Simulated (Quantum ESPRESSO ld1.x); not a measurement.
Results of a calculation; reference values are marked as such.
Q: Neutral zinc, 30 electrons, occupied as [Ar] 3d10 4s2. Code: ld1.x of Quantum ESPRESSO 7.5. Model: Dirac Kohn-Sham, LDA (Slater exchange, Perdew-Wang correlation), spin-unpolarised, spherical densities, point nucleus. Some entries of the table are withheld. Estimate them.

orbital,occ.,eigenvalue (hartree),<r^2> (bohr^2),<r> (bohr)
1s1/2,2,-349.2893,0.003414,(1)
2s1/2,2,-42.4732,0.06053,0.2264
2p1/2,2,(2),(3),0.1961
2p3/2,4,(4),(5),0.1995
3s1/2,2,-4.7256,0.5385,0.6822
3p1/2,2,-3.1352,0.5910,0.7067
3p3/2,4,-3.0221,0.6096,0.7177
3d3/2,4,-0.3910,(6),0.9068
3d5/2,6,-0.3778,(7),0.9155
4s1/2,2,-0.2285,8.124,2.630
4p1/2,0,(8),20.60,(9)
4p3/2,0,(10),21.43,(11)

A: 
(1) 1s1/2 <r> (bohr): 0.05038
(2) 2p1/2 eigenvalue (hartree): -37.4500
(3) 2p1/2 <r^2> (bohr^2): 0.04727
(4) 2p3/2 eigenvalue (hartree): -36.5746
(5) 2p3/2 <r^2> (bohr^2): 0.04880
(6) 3d3/2 <r^2> (bohr^2): 1.119
(7) 3d5/2 <r^2> (bohr^2): 1.143
(8) 4p1/2 eigenvalue (hartree): -0.0468
(9) 4p1/2 <r> (bohr): 4.097
(10) 4p3/2 eigenvalue (hartree): -0.0444
(11) 4p3/2 <r> (bohr): 4.178
